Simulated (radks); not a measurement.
Values are calculated unless marked as measured or tabulated.
Charge is removed step by step from the 5p level of Te3+, starting from [Kr] 4d10 5s2 5p1. Code: a radial shooting solver on a logarithmic mesh with Libxc functionals. Model: scalar-relativistic Kohn-Sham, PBE, spin-unpolarised, spherical densities, finite nucleus; Fermi nuclear charge, rms radius 4.7423 fm.

| removed (e) | E - E(0) (eV) | eigenvalue (eV) | E minus straight line (eV) |
|---|---|---|---|
| 0 | 0.000 | -31.608 | 0.000 |
| 0.125 | 4.025 | -32.811 | -0.535 |
| 0.25 | 8.201 | -34.024 | -0.920 |
| 0.375 | 12.529 | -35.244 | -1.153 |
| 0.5 | 17.010 | -36.473 | -1.232 |
| 0.625 | 21.645 | -37.709 | -1.158 |
| 0.75 | 26.435 | -38.954 | -0.928 |
| 0.875 | 31.381 | -40.206 | -0.543 |
| 1 | 36.484 | -41.466 | 0.000 |

Removing the whole electron costs 36.484 eV by Delta-SCF, against 31.608 eV from minus the eigenvalue at the starting occupation. Slater's transition state (half an electron removed) gives 36.473 eV. Integrating minus the eigenvalue over the occupation (Janak's theorem) gives 36.494 eV. In this scalar-relativistic scheme the density is built from large components alone, so the theorem holds only approximately. The mean slope of the eigenvalue, de/dn, is 9.86 eV per electron. Ionisation energy of Te3+ in the NIST Atomic Spectra Database: 37.416 eV (measured).

Beside tabulated values, note that spin-unpolarised runs miss the spin-polarisation part of the exchange energy of open shells.
